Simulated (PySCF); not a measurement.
GeNH7O, singlet: at the start structure of a reaction step.

The script, run.py:

```python
import json, numpy as np
from pyscf import gto, scf, dft, mp, cc
EV, BOHR = 27.211386245988, 0.529177210903
mol = gto.M(atom="""
Ge -0.992086 0.689512 -0.579854
O -0.592230 0.623719 1.171580
H -1.374777 -0.707692 -1.077490
H -2.223420 1.626845 -0.675877
H 0.179870 1.301986 -1.352149
H 1.121341 -0.752348 0.942216
N 1.411255 -1.095454 0.032962
H -1.214457 1.145199 1.681563
H 1.369514 -2.106432 0.053916
H 2.378581 -0.832147 -0.105758
""", basis="sto-3g", charge=0, spin=0, max_memory=8670, verbose=0)
def mean_field(mol, dm=None):
    mf = scf.RHF(mol).density_fit()
    mf.conv_tol = 1e-9
    mf.kernel(dm0=dm)
    if not mf.converged: mf = mf.newton().run(mf.mo_coeff, mf.mo_occ)
    assert mf.converged
    return mf
def d4(mol):
    return 0.0, np.zeros((10, 3))
def energy_and_gradient(mol, dm=None):
    mf = mean_field(mol, dm); e, g = d4(mol)
    return mf, (mf.e_tot + e) * EV, (mf.nuc_grad_method().kernel()[:10] + g) * EV / BOHR
out = {}
mf = mean_field(mol); e = d4(mol)[0]
out.update(energy=(mf.e_tot + e) * EV, converged=True, dispersion=e * EV)
out['s2'] = mf.spin_square()[0]; out['nelec'] = mol.nelec
print(f"Total energy {out['energy']:.6f} eV, <S^2> {out['s2']:.4f}")
json.dump(out, open("out.json", "w"), default=float)
```

Command:

```bash
OMP_NUM_THREADS=4 python run.py
```

It printed (PySCF 2.14):

```
Total energy -59412.702129 eV, <S^2> 0.0000
```

The run took about 0.9 s on 4 CPU threads of an Arm Neoverse V1 (shared host).
